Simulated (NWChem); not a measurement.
# CH₆GeOSi; SMILES [SiH3][C](=O)[GeH3]

Task: Give the equilibrium geometry at PBE0/def2-SVP (NWChem) as a Z-matrix, with the point group.

Result: point group Cs; any orientation.
```
C
O 1 1.2073
Si 1 1.9452 2 121.80
H 3 1.4904 1 110.81 2 0.20
H 3 1.4954 4 110.96 1 -119.69
H 3 1.4954 4 110.96 5 -120.65
Ge 1 2.0284 2 117.49 3 180.00
H 7 1.5374 1 107.80 2 58.79
H 7 1.5375 8 109.59 1 117.05
H 7 1.5418 8 109.99 9 121.00
```
